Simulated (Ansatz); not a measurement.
The cluster NaSn6⁻, relaxed as a singlet with RKS r2SCAN-D4/def2-SVPD in Ansatz, starting from the GFN2-xTB geometry. Force threshold 0.02 eV/Å.

In the def2 sets Sn takes a core potential; there is no spin–orbit coupling. Another isomer (singlet) lies 0.10 eV lower at PBE0-D4/def2-TZVPD; other spin states weren't run for this one.

Start:

```xyz
7

Na   -0.5114    3.0158   -0.4556
Sn    0.7859    0.9753    1.3504
Sn    1.9387   -1.3571    0.1711
Sn   -0.6017   -1.9716   -1.1646
Sn   -1.8076    0.3414   -0.0256
Sn   -0.5409   -1.5181    1.7343
Sn    0.7370    0.5143   -1.6100
```

Question: Estimate the energy that the relaxation releases and the steps that it takes.

Answer: 42.5 kJ/mol, in 5 steps; 56 s on 4 threads of Arm Neoverse V1 on a shared host. No frequencies were taken in this run, so the end may be a saddle point.

Question: Does the start keep its bonding and symmetry?

Answer: By distances, no bond broke or formed. The bond that changes most is Sn4–Sn6, from 2.93 to 3.09 Å (atoms count from 1). Point group C3v at the start, C3v at the end, both within 0.05 Å.

Question: Predict the relaxed structure.

Answer: 
```xyz
7

Na   -0.5120    3.1003   -0.4725
Sn    0.8043    1.0380    1.3945
Sn    2.0401   -1.4140    0.1816
Sn   -0.6297   -2.0698   -1.2305
Sn   -1.8773    0.3791   -0.0239
Sn   -0.5723   -1.5947    1.8231
Sn    0.7468    0.5610   -1.6723
```
Bond lengths (bridged metal pairs left out): 12 × Sn–Sn 3.00 to 3.10 Å; 3 × Na–Sn 3.08 Å.
